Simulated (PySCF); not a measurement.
A structure optimised at PBE-D3(BJ)/def2-SVP, used in a PySCF frequency run:

```xyz
9

O      1.9216    -0.2745     0.0000
C      0.6857    -0.2240     0.0000
C     -0.1264    -1.4060     0.0000
F      0.3927    -2.6031     0.0000
F     -1.4386    -1.4042     0.0000
C     -0.0846     1.1250     0.0000
F      0.7766     2.1430     0.0000
F     -0.8776     1.2225     1.0929
F     -0.8776     1.2225    -1.0929
```
Charge 0, spin multiplicity 2.

Task: Write its SMILES, formula and point group.

Result: O=C([C](F)F)C(F)(F)F, C3F5O, Cs

Task: What are its rotational constants (standard atomic weights)?

Result: 2.6141, 1.2750, 1.0129 GHz
